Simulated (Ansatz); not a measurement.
BH6SbSi, SMILES `[BH2][SbH][SiH3]` from Hartree–Fock to CCSD(T)

Cartesian coordinates in Å:
```
B 1.407 0.371 1.181
Sb 1.194 -0.600 -0.780
Si -1.257 0.149 -0.869
H 1.219 1.548 1.253
H 1.767 -0.235 2.144
H 0.868 -2.166 -0.188
H -1.948 -0.595 -1.954
H -1.256 1.600 -1.187
H -1.994 -0.071 0.401
```

Total charge 0; spin multiplicity 1. Correlated methods include outer-core shells of Sb, which these sets cover unevenly. Sb: def2 effective core potential. The geometry is a stationary point of PBE0-D4/def2-TZVP. Frozen core, restricted reference, Ansatz 0.2.0.

| basis | HF (Eh) | MP2 corr. | CCSD corr. | (T) | CCSD(T) total |
| --- | --- | --- | --- | --- | --- |
| def2-SVP | ? | ? | -0.36492 | -0.01079 | ? |
| def2-TZVPP | ? | ? | -0.62528 | -0.02034 | ? |
| def2-QZVPP | -556.36860 | -0.84488 | – | – | – |

Task: Fill in the withheld values. (An estimate is asked.)

Result: Ansatz gave: def2-SVP HF (Eh): -556.21633; def2-SVP MP2 corr.: -0.30902; def2-SVP CCSD(T) total: -556.59204; def2-TZVPP HF (Eh): -556.35664; def2-TZVPP MP2 corr.: -0.58964; def2-TZVPP CCSD(T) total: -557.00226.
